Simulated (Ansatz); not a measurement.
Name a neutral molecule of C, F, O, Sn and H with HOMO–LUMO gap (PBE/def2-TZVPP) between 3.75 and 4.05 eV and HOMO–LUMO gap (ωB97M-V/def2-TZVPP) between 10.90 and 11.20 eV (Ansatz, PBE0-D4/def2-TZVP geometry).

`C[O][Sn]([OH])([F])[F]` (3.79 eV, 10.95 eV); `CC[O][Sn]([F])([O]CC)[O]CC` (3.85 eV, 10.90 eV). Other molecules can fit too; these were computed, each in one conformer that needn't be the lowest.
